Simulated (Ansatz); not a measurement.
Compare A (`[SiH3]C1(Cl)C[SiH2]1`) with its isomer B (`[SiH3]/C=C\[SiH2]Cl`).

Computed with Ansatz on PBE0-D4/def2-TZVP structures; ΔE is electronic, products minus reactants. CBS: MP2 limit from def2 TZ/QZ plus the TZ coupled-cluster correction, frozen cores. Functionals use def2-TZVPP. B3LYP here is the variant with VWN-RPA as its local correlation; programs differ in this. One conformer a species, not always the lowest.

Question: Which is lower in electronic energy at CCSD(T)/CBS, and by how much? (Estimate.)

Answer: Ansatz gave: B, by 180.3 kJ/mol.

Question: Give E(B) − E(A) in kJ/mol with CCSD(T)/def2-TZVPP, B2PLYP, PBE0-D4, B3LYP-D4, HF/def2-TZVPP, CCSD/def2-TZVPP, r2SCAN-D4. (Estimate.)

Answer: The calculation gave: CCSD(T)/def2-TZVPP -181.0, B2PLYP -185.6, PBE0-D4 -164.6, B3LYP-D4 -187.4, HF/def2-TZVPP -221.1, CCSD/def2-TZVPP -185.5, r2SCAN-D4 -171.6. None reverses the order clearly.

Largest T1 diagnostic: 0.012.

From PBE to PBE0 (25 % exact exchange), in def2-TZVPP and without D4, E(B) − E(A) moves by −3.4 kJ/mol. In def2-TZVPP, CCSD(T) changes the Hartree–Fock value by +40.1 kJ/mol (the triples alone add +4.5 kJ/mol) and MP2 by +48.9 kJ/mol.
